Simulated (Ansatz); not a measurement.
Input for Ansatz (a quantum-chemistry and plane-wave program): R-CCSD(T)/cc-pV(D+d)Z on CH4Si (SMILES C[SiH]), a point of a torsion scan. Files ending in .json are basis or fitting sets from the Basis Set Exchange.

Ansatz 0.2 input:
```yaml
crystal:
  periodic: [false, false, false]
  atoms:
    - {symbol: C, position_ang: [-0.53354325, 0.02992166, -0.00783843]}
    - {symbol: Si, position_ang: [1.23507379, 0.76556852, -0.02153895]}
    - {symbol: H, position_ang: [-0.67419147, -0.67731410, -0.82620963]}
    - {symbol: H, position_ang: [-1.28759885, 0.81020555, -0.11814902]}
    - {symbol: H, position_ang: [-0.75078333, -0.50045261, 0.91785296]}
    - {symbol: H, position_ang: [1.18106643, 1.39436218, -1.37998916]}
basis:
  gaussian:
    orbitals: cc-pV_D+d_Z.json
magnetization: {spin_polarized: false}
correlation: {method: ccsd_t, electrons: outside_noble_gas}
scf: {lower_state_search: off}
```

Output:

```
WARN ansatz: RAYON_NUM_THREADS=1 ignored (pool sized by the plan → 1); use --threads N
Functional definition: HF
these checks for a lower state are left out or cut short: stability, starts, cluster_reference, orbital_swaps, neighbouring_geometries, increment
integrals: 0.03 GiB planned
560 factors; integrals over basis functions are off by at most 1.1e-3 eV
mean field: 0.09 GiB planned
mean field evaluation 1: about -8953.0426 eV, gradient 2.1e1 eV
mean field evaluation 2: about -8953.0429 eV, gradient 2.1e1 eV
mean field evaluation 4: about -8954.4228 eV, gradient 2.0e0 eV
mean field evaluation 8: about -8954.4457 eV, gradient 5.4e-4 eV
mean field -8954.44573065 eV, -329.0698110601 hartree, gradient 2.6e-6 eV, S^2 0.000000; 0 other end points of the search recorded, 0 dependent functions left out
6 core orbitals not correlated
reference -8954.44573065 eV, -329.0698110601 hartree; 6, 6 occupied and 45, 45 virtual orbitals, 560 factors
second order -6.31619680 eV of doubles, -0.00000000 eV of singles
coupled cluster: 0.10 GiB planned
cycle   1  -7.06930642 eV  change   -7.5e-1 eV  update   7.2e-2
cycle   2  -7.38249357 eV  change   -3.1e-1 eV  update   2.9e-2
cycle   3  -7.40984027 eV  change   -2.7e-2 eV  update   1.0e-2
cycle   4  -7.40810077 eV  change    1.7e-3 eV  update   4.3e-3
cycle   5  -7.40825184 eV  change   -1.5e-4 eV  update   1.4e-3
cycle   6  -7.40814594 eV  change    1.1e-4 eV  update   5.4e-4
cycle   7  -7.40814362 eV  change    2.3e-6 eV  update   1.7e-4
cycle   8  -7.40818509 eV  change   -4.1e-5 eV  update   5.2e-5
cycle   9  -7.40817893 eV  change    6.2e-6 eV  update   1.8e-5
cycle  10  -7.40818109 eV  change   -2.2e-6 eV  update   5.8e-6
perturbative correction -0.19615289 eV, -0.0072084859 hartree
Total energy: -8962.05006464 eV, -329.3492651796 hartree
Checks for a lower state left out: stability, starts, cluster_reference, orbital_swaps, neighbouring_geometries, increment
```

The calculation finished and met its thresholds.

Cost: roughly 0.9 core-seconds.
